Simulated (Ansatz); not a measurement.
BrGaH₃N (`[NH2][GaH][Br]`), 6 atoms. The species carries charge 0 and has multiplicity 1. Correlated methods include outer-core shells of Br, Ga, which these sets cover unevenly. Scalar relativity is left out up to krypton. All runs use 2 threads of a server CPU on a shared host. Correlated methods freeze the cores.

**Question.** How many basis functions does each run have, and how long does it take in Ansatz? RKS PBE0-D4/def2-SVP energy; RHF-CCSD(T)/def2-TZVPP energy; RHF-MP2/def2-QZVPP energy; RHF-CCSD(T)/def2-SVP energy; RKS PBE0-D4/def2-TZVPP energy; direct RPA on PBE orbitals/def2-TZVPP energy; RKS PBE0-D4/def2-QZVPP energy; RKS r2SCANh-D4/def2-TZVPP energy; RKS revPBE-D4/def2-TZVPP energy; RKS ωB97M-V/def2-SVP energy; RKS PBE0-D4/def2-TZVP relaxation (5 steps); RKS PBE0-D4/def2-TZVP frequencies. (Estimate.)

**Answer.** The calculation gave: Other jobs shared the machine, so times are rough.

| level | job | functions | wall time | peak host memory (GiB) |
| --- | --- | --- | --- | --- |
| RKS PBE0-D4/def2-SVP | energy | 93 | 1.6 s | 0.21 |
| RKS revPBE-D4/def2-TZVPP | energy | 169 | 2.2 s | 0.21 |
| RKS PBE0-D4/def2-TZVPP | energy | 169 | 3.6 s | 0.44 |
| direct RPA on PBE orbitals/def2-TZVPP | energy | 169 | 4.4 s | 0.35 |
| RKS ωB97M-V/def2-SVP | energy | 93 | 4.8 s | 0.3 |
| RKS r2SCANh-D4/def2-TZVPP | energy | 169 | 6 s | 0.45 |
| RHF-CCSD(T)/def2-SVP | energy | 93 | 6.5 s | 0.33 |
| RKS PBE0-D4/def2-QZVPP | energy | 325 | 9.5 s | 0.92 |
| RHF-MP2/def2-QZVPP | energy | 325 | 20 s | 1.2 |
| RKS PBE0-D4/def2-TZVP | relaxation (5 steps) | 145 | 27 s | 0.39 |
| RHF-CCSD(T)/def2-TZVPP | energy | 169 | 52 s | 1.5 |
| RKS PBE0-D4/def2-TZVP | frequencies | 145 | 110 s | 0.39 |
